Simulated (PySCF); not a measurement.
What does the PBE0-D3(BJ)/def2-SVP structure of `C#C[Si@@H](C)Br` look like in three dimensions?

```
atom  x, y, z in Å
C1     1.7730    0.9083   -1.4802
C2     1.1893    0.5158   -0.4870
Si3    0.2888   -0.0726    0.9946
C4    -1.5118   -0.3414    0.6007
Br5    1.1931   -2.0065    1.6552
H6     2.2929    1.2547   -2.3561
H7     0.4908    0.9009    2.1013
H8    -1.9647    0.6021    0.2576
H9    -1.6170   -1.0912   -0.1973
H10   -2.0547   -0.6947    1.4899
```

Any rigid rotation of these coordinates is as good. Atoms count from 1 in this order. The C–Si distances run from 1.831 Å (C2–Si3, drawn single) to 1.863 Å (Si3–C4, drawn single), a spread of 0.032 Å. Si3 (SiH silicon) is tetrahedral (angles from 106.9° to 112.5°).

Bonds between heavy atoms (Å): C1≡C2 1.217, C2–Si3 1.831, Si3–C4 1.863, Si3–Br5 2.235.

Method: PySCF, PBE0-D3(BJ)/def2-SVP geometry optimisation, gas phase.

Point group: C1 (no symmetry element, even within 0.4 Å). No PBE0-D3(BJ)/def2-SVP frequencies stand behind this structure, so it isn't proved a minimum.

On Arm Neoverse V1, one thread, shared host with 32 logical CPUs at a one-minute load of 16, this took 59 s wall and 0.48 GiB of memory at its peak. That covers the optimisation of the geometry.
